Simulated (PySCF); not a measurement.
## Spinor energies of Sn²⁺ (tin, charge +2)

Start: [Kr] 4d10 5s2. Calculated with PySCF 2.14 in x2c-TZVPPall-2c with one added diffuse shell each of s, p, d, f type (9s10p6d3f, 90 functions): generalised Hartree-Fock with the X2C-1e Hamiltonian and a Gaussian nucleus; spin-orbit coupling (SO) screened by Boettger's factors.

```json
{"spinor shell": "1s1/2", "electrons": "2", "ε, screened SO (eV)": "-29362.0", "weight of nominal j (screened SO)": "1.000", "rms radius, screened SO (bohr)": "0.0333"}
{"spinor shell": "2s1/2", "electrons": "2", "ε, screened SO (eV)": "-4540.1", "weight of nominal j (screened SO)": "1.000", "rms radius, screened SO (bohr)": "0.136"}
{"spinor shell": "2p1/2", "electrons": "2", "ε, screened SO (eV)": "-4231.1", "weight of nominal j (screened SO)": "1.000", "rms radius, screened SO (bohr)": "0.118"}
{"spinor shell": "2p3/2", "electrons": "4", "ε, screened SO (eV)": "-3998.1", "weight of nominal j (screened SO)": "1.000", "rms radius, screened SO (bohr)": "0.123"}
{"spinor shell": "3s1/2", "electrons": "2", "ε, screened SO (eV)": "-930.09", "weight of nominal j (screened SO)": "1.000", "rms radius, screened SO (bohr)": "0.361"}
{"spinor shell": "3p1/2", "electrons": "2", "ε, screened SO (eV)": "-803.10", "weight of nominal j (screened SO)": "1.000", "rms radius, screened SO (bohr)": "0.354"}
{"spinor shell": "3p3/2", "electrons": "4", "ε, screened SO (eV)": "-759.13", "weight of nominal j (screened SO)": "1.000", "rms radius, screened SO (bohr)": "0.366"}
{"spinor shell": "3d3/2", "electrons": "4", "ε, screened SO (eV)": "-536.67", "weight of nominal j (screened SO)": "1.000", "rms radius, screened SO (bohr)": "0.340"}
{"spinor shell": "3d5/2", "electrons": "6", "ε, screened SO (eV)": "-527.79", "weight of nominal j (screened SO)": "1.000", "rms radius, screened SO (bohr)": "0.343"}
{"spinor shell": "4s1/2", "electrons": "2", "ε, screened SO (eV)": "-177.45", "weight of nominal j (screened SO)": "1.000", "rms radius, screened SO (bohr)": "0.874"}
{"spinor shell": "4p1/2", "electrons": "2", "ε, screened SO (eV)": "-132.98", "weight of nominal j (screened SO)": "1.000", "rms radius, screened SO (bohr)": "0.931"}
{"spinor shell": "4p3/2", "electrons": "4", "ε, screened SO (eV)": "-125.01", "weight of nominal j (screened SO)": "1.000", "rms radius, screened SO (bohr)": "0.960"}
{"spinor shell": "4d3/2", "electrons": "4", "ε, screened SO (eV)": "-53.647", "weight of nominal j (screened SO)": "1.000", "rms radius, screened SO (bohr)": "1.17"}
{"spinor shell": "4d5/2", "electrons": "6", "ε, screened SO (eV)": "-52.505", "weight of nominal j (screened SO)": "1.000", "rms radius, screened SO (bohr)": "1.18"}
{"spinor shell": "5s1/2", "electrons": "2", "ε, screened SO (eV)": "-28.797", "weight of nominal j (screened SO)": "1.000", "rms radius, screened SO (bohr)": "2.42"}
```

```tsv
quantity	screened SO
E (hartree)	-6173.75376
M_J	0
⟨J²⟩	0.000
⟨L²⟩	0.018
⟨S²⟩	0.018
```

Breit and QED terms are absent; they matter most for the inner s and p1/2 levels.

Densities and radii are taken from the X2C orbitals without a picture-change correction, which distorts them close to the nucleus.
